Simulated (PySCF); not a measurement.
GaF3, SMILES [F][Ga]([F])[F].

Coordinates come from a B3LYP-D3(BJ)/def2-SVP optimisation. The isomer is the one that the SMILES or the coordinates give; other isomers of the formula were not compared.

The numbers are results of r2SCAN/def2-TZVPD (PySCF), not measurements.

Symmetry labels are those of the subgroup C2v that the program uses (full group D3h).

Computed valence orbital energies around the gap with their symmetry:
| orbital | symmetry | energy (eV) |
|---|---|---|
| HOMO−7 | B1 | -11.70 |
| HOMO−6 | A1 | -11.70 |
| HOMO−5 | B2 | -11.02 |
| HOMO−4 | A2 | -10.41 |
| HOMO−3 | B2 | -10.41 |
| HOMO−2 | A1 | -10.33 |
| HOMO−1 | B1 | -10.33 |
| HOMO | B1 | -10.22 |
| LUMO | A1 | -3.22 |
| LUMO+1 | B2 | -1.45 |
| LUMO+2 | B1 | 1.23 |
| LUMO+3 | A1 | 1.23 |
